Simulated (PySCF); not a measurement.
## Interval between two levels of Al by level of theory

Al [Ne] 3s2 3p1 [2P3/2, M_J = 3/2] → Al [Ne] 3s1 3p1 4s1 [4P5/2, M_J = 5/2], as a difference of total energies. Calculation: PySCF 2.14, in x2c-TZVPall-2c with one added diffuse shell each of s, p type (6s7p2d1f, 44 functions); the two-component X2C-1e Hamiltonian. Correlated levels: [Ne] frozen; the 6 highest virtual spinors dropped. "Screened" scales the spin-orbit matrix elements by Boettger's factors to mimic the two-electron term; Breit and QED terms are absent.

```csv
method,interval between two levels (cm⁻¹)
GHF (spin-free),51713
GMP2 (spin-free),58429
GHF (screened spin-orbit),51734
GMP2 (screened spin-orbit),58450
```

The labels give the starting determinants; with spin-orbit coupling the two ends relaxed to ⟨J²⟩ = 3.77, ⟨L²⟩ = 2.01, ⟨S²⟩ = 0.76 and ⟨J²⟩ = 8.76, ⟨L²⟩ = 2.01, ⟨S²⟩ = 3.75.

The promoted electron is Rydberg-like, and one or two diffuse shells describe it only roughly, which tends to raise the upper state.
